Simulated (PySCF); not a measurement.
BiF2, SMILES [F][Bi][F], multiplicity 2.

The structure is a stationary point at B3LYP-D3(BJ)/def2-TZVP. The multiplicity is an assumed one; other spin states were not compared. The isomer is the one that the SMILES or the coordinates give; other isomers of the formula were not compared. The def2 effective core potentials stand for the cores of Bi; spin–orbit coupling is left out.

Two levels are set side by side: PBE/def2-TZVPD (PySCF) and B3LYP/def2-TZVPD (PySCF). Same geometry, gas phase. Differences are taken from unrounded values.

```csv
quantity,PBE
α-spin orbital gap (eV),2.39
β-spin orbital gap (eV),4.82
dipole moment (D),4.04
mean polarisability (bohr³),45.9
```

Question: These are the PBE values. What does B3LYP give? (The exact figures need the calculation; the answer reports its results.)

Answer: 
```tsv
quantity	B3LYP	PBE minus B3LYP
α-spin orbital gap (eV)	3.81	-1.42
β-spin orbital gap (eV)	6.53	-1.70
dipole moment (D)	4.37	-0.33
mean polarisability (bohr³)	43.5	2.4
```

Loosely held outer electrons make PBE densities more polarisable. Differences between two approximate levels are no errors against the true value.

Rough cost on one machine, each run with all the roots and properties that it gave: B3LYP against PBE within a factor of 2.
